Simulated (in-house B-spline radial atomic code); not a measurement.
## Response and correlation of Ir⁶³⁺

Closed shell [Ne] 3s2 (3p1/2)2. Computed with an all-electron radial atomic-structure program (B-spline basis): Dirac-Hartree-Fock, relativistic RPA (time-dependent Dirac-Hartree-Fock) for the response and second-order many-body perturbation theory for correlation, no-pair Dirac-Coulomb Hamiltonian, finite nucleus.

The shells are closed in jj coupling only; the real ground state mixes other jj configurations.

Command:
```bash
python run_mb.py task.json out
```
Settings (nuclear radius in fm, box in bohr, cutoff in hartree; a minus after a letter marks j = l - 1/2):
```
basis_form          2
Z                   77
core_configuration  [Ne] 3s2 3p-2
rms_radius          5.4032
mass_number         193
speed_of_light      137.036
box_radius          1.615
lmax                7
intervals           54
virtual_cutoff      148225.0
```

Run time, properties included: 1.1 s on 1 thread of Intel(R) Xeon(R) Platinum 8488C, with other jobs on the host.

| multipole (bohr³, bohr⁵, bohr⁷) | uncoupled | coupled RPA |
| --- | --- | --- |
| dipole | 0.0017694 | 0.0018019 |
| quadrupole | 4.5735e-05 | ? |
| octupole | 9.9626e-07 | 1.0543e-06 |

(1) What is the coupled quadrupole polarisability?

(2) Which subshells carry the dipole polarisability?

(3) What does the dipole shielding factor come to?

Dipole polarisability at imaginary frequency:

| u (Eh) | α(iu) (bohr³) |
| --- | --- |
| 0 | 0.001802 |
| 25.6 | 0.000961 |
| 76.8 | 0.0002776 |
| 154 | 0.0001241 |
| 256 | 6.893e-05 |
| 512 | 2.796e-05 |
| 1020 | 9.446e-06 |
| 2560 | 1.788e-06 |

(4) What dispersion coefficients follow for two such ions (the dispersion part alone)?

Lowest J = 1 odd-parity excitations:

```json
{"energy (eV)": "638.44", "oscillator strength": "0.179", "leading channel": "3s1/2 → p3/2", "weight": "0.813"}
{"energy (eV)": "707.12", "oscillator strength": "0.907", "leading channel": "3p1/2 → d3/2", "weight": "0.832"}
{"energy (eV)": "3280.1", "oscillator strength": "0.0789", "leading channel": "3p1/2 → s1/2", "weight": "0.999"}
{"energy (eV)": "3538.4", "oscillator strength": "0.364", "leading channel": "3s1/2 → p1/2", "weight": "0.984"}
{"energy (eV)": "3636.2", "oscillator strength": "0.594", "leading channel": "3p1/2 → d3/2", "weight": "0.984"}
{"energy (eV)": "3725.1", "oscillator strength": "0.244", "leading channel": "3s1/2 → p3/2", "weight": "0.998"}
{"energy (eV)": "4793.2", "oscillator strength": "0.0187", "leading channel": "3p1/2 → s1/2", "weight": "0.999"}
{"energy (eV)": "4967.4", "oscillator strength": "0.239", "leading channel": "3p1/2 → d3/2", "weight": "0.979"}
```

Second-order correlation energy by the highest angular momentum of the excited pair (hartree): s -0.02665, p -0.2302, d -0.3775, f -0.0836, g -0.02831, h -0.01053, i -0.004788, k -0.002477.

(5) What is the second-order correlation energy at the partial-wave limit?

Answers

(1) 5.2076e-05 atomic units, +14 % against the uncoupled value.

(2) 3s1/2 58.8 %, 3p1/2 39.9 %, 2p3/2 0.9 %.

(3) The dipole shielding factor is 0.182, against the exact N/Z = 14/77 = 0.182 of the non-relativistic theorem.

(4) C6 = (3/π)∫α(iu)²du = 7.087e-05 hartree·bohr⁶ and C8 = 1.111e-05 hartree·bohr⁸.

(5) The listed waves sum to -0.76402 hartree; extrapolating the increments as (l + 1/2)⁻⁴ gives -0.76908 hartree, -1.49 eV per electron.
